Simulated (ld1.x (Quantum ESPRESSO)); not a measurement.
**Cutoff test, Pd, TM**

ld1.x (Quantum ESPRESSO) 7.5 input, shortened:

```
&input
   title='Pd', zed=46., rel=1, dft='PW91', iswitch=3,
   config='[Kr] 4d7 5s0 5p0'
 /
 &inputp
   pseudotype=2, tm=.true., lloc=0,
   nlcc=.true., new_core_ps=.true., rcore=1.30
 /
3
4P  2  1   6.00   0.00  1.55  1.55  0.0
4D  3  2   7.00   0.00  1.85  1.85  0.0
5S  1  0   0.00   0.00  2.25  2.25  0.0
 &test
   configts(1)='4p6 4d7 5s0 5p0'
 /
```

The pseudo-atom Hamiltonian at the reference potential is diagonalised in spherical Bessel functions j_l(qr) that vanish at 20 bohr, with q² up to the cutoff. All-electron valence levels (Ry): 4p -6.7271, 5p -1.7176, 4d -3.0663, 5s -2.2575.

Q: How do the lowest levels (Ry) of each channel move with the cutoff, and are there ghosts?

A:

```
cutoff (Ry)     p #1     p #2     d #1     s #1     s #2     f #1     f #2  Σ f·Δε (mRy)
          8  -4.2160  -1.3777  -1.4804  -2.2468  -0.9463  -0.6499  -0.3972       26167.8
         15  -6.1540  -1.5300  -1.8349  -2.2510  -0.9480  -0.6501  -0.3973       12058.7
         21  -6.5902  -1.5381  -2.4101  -2.2568  -0.9499  -0.6506  -0.3975        5414.8
         35  -6.7242  -1.5392  -2.9805  -2.2573  -0.9504  -0.6507  -0.3975         618.0
         45  -6.7248  -1.5392  -3.0542  -2.2575  -0.9504  -0.6507  -0.3975          98.7
         60  -6.7266  -1.5392  -3.0661  -2.2575  -0.9504  -0.6507  -0.3975           4.7
         80  -6.7271  -1.5392  -3.0662  -2.2575  -0.9504  -0.6507  -0.3975           1.0
        110  -6.7271  -1.5392  -3.0663  -2.2575  -0.9504  -0.6507  -0.3975           0.1
        400  -6.7271  -1.5392  -3.0663  -2.2575  -0.9504  -0.6507  -0.3975           0.0
```

Result: no extra level below or beside the all-electron valence levels (p, d, s, f tested); 10 mRy is reached at 60 Ry and 1 mRy at 90 Ry.

Its largest configuration-test error is -774 meV.
